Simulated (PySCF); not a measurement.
CH₄Cl₂OSi₂. Atoms are numbered in the order given.

```xyz
10

Cl     1.5075     0.1130     1.6903
Si     0.2986    -0.0178     0.0000
Cl     1.5075     0.1130    -1.6903
C     -0.9314    -1.5100     0.0000
O     -2.1767    -0.7741     0.0000
Si    -1.8535     0.9118     0.0000
H     -0.8543    -2.1560    -0.9022
H     -0.8543    -2.1560     0.9022
H     -2.3873     1.6040     1.2244
H     -2.3873     1.6040    -1.2244
```

Coordinates come from a PBE-D3(BJ)/def2-SVP optimisation. The structure was generated by enumeration, and PubChem lists no compound with its InChIKey, so it may never have been made.

The numbers are results of ωB97X/def2-TZVP run with PySCF, not measurements.

Isolated molecule, no solvent.

The total energy is -1615.28484 hartree. The point group is Cs. The highest occupied level is -10.18 eV, the lowest empty level is 1.19 eV and the orbital gap is 11.37 eV. The dipole moment is 0.118 e·Å and the quadrupole, principal values (traceless, Buckingham form, about the centre of nuclear charge) is -7.06, -0.73, 7.79 D·Å. The mean static polarisability comes out as 88.4 bohr³ (13.10 Å³) and the polarisability, principal values comes out as 76.6, 88.2, 100.4 bohr³.
